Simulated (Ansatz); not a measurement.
Program: Ansatz. Geometries: PBE0-D4/def2-TZVP. ΔE: electronic, gas phase. CCSD(T)/CBS adds triple-zeta CCSD(T) − MP2 to the extrapolated MP2 energy (def2 sets, frozen cores). This one scheme is used for every species. Functionals use def2-TZVPP. For Br, Ti outer-core shells are correlated without core-valence functions, which leaves a few kJ/mol of doubt a bond. Scalar relativity is left out up to krypton.

Reaction (ligand exchange at a Ti–Cl bond): `[F][Ti]([F])([F])[Cl]` + HBr → `[F][Ti]([F])([F])[Br]` + HCl

```json
{"level": "r2SCANh-D4", "ΔE (kJ/mol)": "-0.4"}
{"level": "r2SCAN0-D4", "ΔE (kJ/mol)": "-0.5"}
{"level": "CAM-B3LYP-D4", "ΔE (kJ/mol)": "2.5"}
{"level": "PBE-QIDH", "ΔE (kJ/mol)": "-2.3"}
```

(1) What does CCSD(T)/CBS give? (An estimate is asked.)

Largest T1 diagnostic among the species: 0.024, so the coupled-cluster value is less sure than usual.

Results:

(1) Ansatz gave: -2.0 kJ/mol. The listed levels differ from it by 1.6, 1.5, 4.5, -0.3 kJ/mol.

Leaving LDA and LC-ωPBE aside and taking each functional with its dispersion term where it has one, the values, not all of them listed here, spread over 5.7 kJ/mol, from PBE-QIDH to B97M-V. In def2-TZVPP, CCSD(T) changes the Hartree–Fock value by −3.8 kJ/mol (the triples alone add −1.2 kJ/mol) and MP2 by −6.5 kJ/mol. At CCSD(T), def2-SVP lies +5.3 kJ/mol from the extrapolated value and def2-TZVPP +0.8 kJ/mol.
